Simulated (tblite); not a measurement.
Start geometry of `CN1[SiH2]CN[Si@H]1C` from a force field or distance geometry (Å):
```
atom  x, y, z in Å
C1    -0.6586    2.0602    0.4696
N2    -0.3744    0.9085   -0.3487
Si3   -1.7570   -0.2351   -0.3293
C4    -0.8344   -1.8335   -0.4822
N5     0.2166   -1.7704    0.5395
Si6    0.8005   -0.0934    0.5803
C7     2.5369    0.0443   -0.0845
H8     0.1758    2.2738    1.1766
H9    -0.8977    2.9439   -0.1346
H10   -1.5678    1.8274    1.0808
H11   -2.6842    0.0100   -1.4400
H12   -2.4306   -0.1885    0.9746
H13   -1.4649   -2.7289   -0.3142
H14   -0.3238   -1.8876   -1.4568
H15   -0.2245   -1.9876    1.4579
H16    0.7670    0.4149    1.9839
H17    2.5844    0.8188   -0.8775
H18    3.2352    0.3593    0.7304
H19    2.8916   -0.9269   -0.5030
```

Task: What comes out of this run: GFN2-xTB geometry optimisation, gas phase (tblite)?

Result: 
```
atom  x, y, z in Å
C1    -0.5542    2.1217    0.4433
N2    -0.5240    0.6959    0.2394
Si3   -1.8737   -0.1844   -0.3617
C4    -1.0866   -1.9167   -0.2816
N5     0.3184   -1.7397    0.0227
Si6    0.8059   -0.2893    0.7902
C7     2.4862    0.2990    0.1499
H8     0.4479    2.5374    0.3431
H9    -1.2039    2.5929   -0.2939
H10   -0.9311    2.3771    1.4389
H11   -2.2095    0.2467   -1.7247
H12   -3.0633   -0.1018    0.5002
H13   -1.5827   -2.5291    0.4808
H14   -1.1887   -2.4558   -1.2273
H15    0.8218   -2.6021    0.1531
H16    0.8170   -0.2998    2.2710
H17    2.4786    0.4675   -0.9220
H18    2.7779    1.2247    0.6343
H19    3.2542   -0.4349    0.3672
```

The energy falls by 31.2 kcal/mol over 195 L-BFGS steps, the largest force on an atom goes from 2.30 to 0.006 eV/Å, and the atoms move by 0.786 Å rms after alignment. The bond that changes most is N2–Si3 (nitrogen bridging silicon atoms to SiH2 silicon), which shortens by 0.075 Å. Bonds longer at the end by more than 0.005 Å: 2 of 19; shorter: 14. Among the angles that change most is Si3–N2–Si6, from 98.2° to 114.8°. Among the dihedrals that turn most is H14–C4–N5–H15, from -164° to -62°. Rotational constants go from 2369, 1815, 1182 to 2386, 1726, 1103 MHz. The orientation of the end geometry is arbitrary; only internal coordinates are fixed.

Time: 1.6 s wall. Hardware: Arm Neoverse V1, one thread, shared host.

Its GFN2-xTB frequencies are all real (lowest 67 cm⁻¹). One conformer, not necessarily the lowest.

All values are computed, not measured.
